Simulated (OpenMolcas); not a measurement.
# Mn2+, Tc2+, Re2+: d⁵ down the group

```
Program             : OpenMolcas 26.06
Method              : MS-CASPT2, IPEA 0.25 Eh, imaginary shift 0.1 Eh
Basis               : ANO-RCC-VTZP
Scalar Hamiltonian  : DKH2, point nucleus
Spin-orbit coupling : RASSI with atomic mean-field integrals over the reference wave functions, term energies averaged over their components
```

Active space for each ion: 5 electrons in 6 orbitals (d s); closed shells correlated by CASPT2: Mn2+ 3s 3p; Tc2+ 4s 4p; Re2+ 5s 5p.

Computed levels in cm-1 above ⁶S_5/2:

```csv
Level,Mn2+,Tc2+,Re2+
⁴G_7/2,27910,20680,18390
⁴G_11/2,27920,20740,19580
⁴G_9/2,27920,20780,19960
⁴D_7/2,33380,24330,22520
⁴D_1/2,33440,24880,23520
²I_11/2,39280,30720,28950
²I_13/2,39320,31080,31500
²F_7/2(1),43120,34670,32900
⁴F_5/2,45390,34070,32600
weight of ⁶S in the lowest level (%),100,99,89
```

Mixed levels, with the weight of the term that names them: Re2+ ⁴G_7/2 (64 %), Re2+ ⁴D_7/2 (56 %), Re2+ ⁴D_1/2 (59 %), Re2+ ²F_7/2(1) (56 %), Re2+ ⁴F_5/2 (67 %).

Measured, with the error of the calculation in %. Measured levels: Mn2+ from Corliss and Sugar, J. Phys. Chem. Ref. Data 6, 1253 (1977); Re2+ from the list in Brasseur, Gamrath and Quinet, At. Data Nucl. Data Tables 157, 101636 (2024).

| Level | Mn2+ | Re2+ |
| --- | --- | --- |
| ⁴G_7/2 | 26860 (+3.9) | 16890 (+8.9) |
| ⁴G_11/2 |  | 18020 (+8.7) |
| ⁴G_9/2 |  | 18346 (+8.8) |
| ⁴D_7/2 | 32307 (+3.3) | 20453 (+10.1) |
| ⁴D_1/2 | 32369 (+3.3) |  |
| ²I_11/2 | 39174 (+0.3) | 26170 (+10.6) |
| ²I_13/2 | 39176 (+0.4) | 28588 (+10.2) |
| ²F_7/2(1) | 42606 (+1.2) |  |
| ⁴F_5/2 | 43669 (+3.9) | 30302 (+7.6) |

Without spin-orbit coupling ⁴G lies 27910, 20710, 19050 cm-1 above ⁶S in that order; the difference to the level ⁴G_7/2, of either sign, comes from spin-orbit coupling, which also lowers the zero.

Term energies are means over components that CASPT2 splits; among the terms shown or strongly mixed into the levels shown the widest spread is 780 cm-1 (3d⁵ ²I, Mn2+). Some high roots are left out of the spin-orbit mixing, which shifts the levels that they would mix with. Blocks of more than 70 roots (2S+1 = 2 even) ran without multistate coupling (holds for Tc2+; Re2+). Configurations are named by rounded mean occupations; where the s occupation lies near a half they are strongly mixed, a name can repeat and a true partner stay unpaired (holds for Re2+). The CASPT2 spread within a term exceeds the gap to the next term for 5d⁵ ⁴P and 5d⁴ 6s ⁶D, so the order of their levels is uncertain, and so are names and mixing where such terms share a J (holds for Re2+). Computed and measured levels are paired by configuration, term and J; levels that our copy of the source lacks, or whose pairing is in doubt (as where it misses far off the trend of its configuration), stay unpaired and out of the deviations. Only configurations of the active space appear.

A number in round brackets counts repeated terms of one configuration in the order of the reference energies.
